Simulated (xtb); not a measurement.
silane (H₄Si), singlet, geometry from GFN2-xTB, atoms displaced at random by about 0.02 Å a coordinate. Base run: GFN2-xTB in xtb.

Here is a job for xtb.
```
$ xtb mol.xyz --gfn 2 --opt --json

# file mol.xyz
5

Si     0.02295995     0.02997714     0.00910716
H      0.88241427     0.80600841     0.85588582
H     -0.84757610    -0.79916936     0.85104519
H     -0.87322967     0.83531609    -0.87232502
H      0.80459318    -0.87908505    -0.84749084
```

The base run was repeated with changes; each row names its change, and settings that it needs were set with it.

```
change               ΔE vs base (kJ/mol)  optimiser steps
-------------------  -------------------  ---------------
base                                0.00                6
opt level = vtight                  0.00                8
opt level = sloppy                  0.02                4
opt level = extreme                 0.00                8
alpb = cs2                          6.79                4
opt level = loose                   0.02                4
opt level = tight                   0.00                6
alpb = dmso                         1.78                4
engine = lbfgs                      0.00                -
opt level = lax                     0.02                4
```
